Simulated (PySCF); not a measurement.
**Electric field gradients and quadrupole coupling constants**

Compound: C₄H₇FO₃S.
Z-matrix (Å and degrees, GFN2-xTB geometry), rows numbered from 1:
```
C 
C   1  1.5233
C   2  1.5244  1  112.74
F   3  1.4032  2  108.19  1   -62.01
C   3  1.5485  2  115.98  1    57.12
O   5  1.3949  3  106.83  2   144.96
S   6  1.6785  5  113.47  3     4.69
O   7  1.4208  6  108.82  5  -130.60
O   3  1.3633  2  111.52  1   179.99
H   1  1.0869  2  110.23  3    55.73
H   1  1.0871  2  111.21  3   -64.98
H   1  1.0865  2  109.51  3   175.07
H   2  1.0903  1  111.19  3   120.87
H   2  1.0914  1  110.16  3  -119.20
H   5  1.0944  3  109.82  2   -94.91
H   5  1.0947  3  110.69  2    26.53
```

Field gradients from the PBE0/pcSseg-1 density (PySCF, non-relativistic), principal values in atomic units, ordered |Vxx| ≤ |Vyy| ≤ |Vzz|:

| atom | Vxx | Vyy | Vzz |
| --- | --- | --- | --- |
| O6 | -0.0172 | -1.8365 | 1.8537 |
| S7 | 0.7384 | 1.7885 | -2.5268 |
| O8 | 0.0642 | 1.0303 | -1.0945 |
| O9 | -0.0149 | -1.6156 | 1.6305 |

Find the asymmetry η = (Vxx − Vyy)/Vzz and the couplings χ = eQV/h (234.96 MHz × Q in barn × V in au), with Q(17O) = −0.0256 b, Q(33S) = −0.0678 b.

| atom | environment | nucleus | η | χzz (MHz) | χxx (MHz) | χyy (MHz) |
| --- | --- | --- | --- | --- | --- | --- |
| O6 | oxygen bonded to C and S | 17O | 0.98 | -11.15 | 0.10 | 11.05 |
| S7 | sulfinyl sulfur | 33S | 0.42 | 40.25 | -11.76 | -28.49 |
| O8 | sulfinyl oxygen | 17O | 0.88 | 6.58 | -0.39 | -6.20 |
| O9 | oxygen bonded to C and S | 17O | 0.98 | -9.81 | 0.09 | 9.72 |

At O6 and O9 η is above 0.9: Vyy and Vzz are nearly equal in size and opposite in sign, so a small change could swap them and flip the sign of χzz. 

What is Vzz at S7 in SI units (1 au = 9.71736 × 10²¹ V/m²)?

-2.5268 au = -24.554 × 10²¹ V/m².

What couplings would deuterons (Q(2H) = 0.00286 b) have in place of the hydrogens, at this geometry?

```tsv
atom	bonded to	bond length (Å)	Vzz (au)	η	χzz (kHz)
H10	C1	1.087	0.3118	0.01	209
H11	C1	1.087	0.3150	0.03	212
H12	C1	1.087	0.3161	0.02	212
H13	C2	1.090	0.3027	0.03	203
H14	C2	1.091	0.3002	0.03	202
H15	C5	1.094	0.2867	0.06	193
H16	C5	1.095	0.2878	0.06	193
```

The structure is a single GFN2-xTB conformer in the gas phase; no vibrational or solvent corrections. GFN2-xTB bond lengths can be off by several hundredths of an ångström, more for odd bonds, and the gradients follow them. A larger basis could move these couplings by a tenth or more.
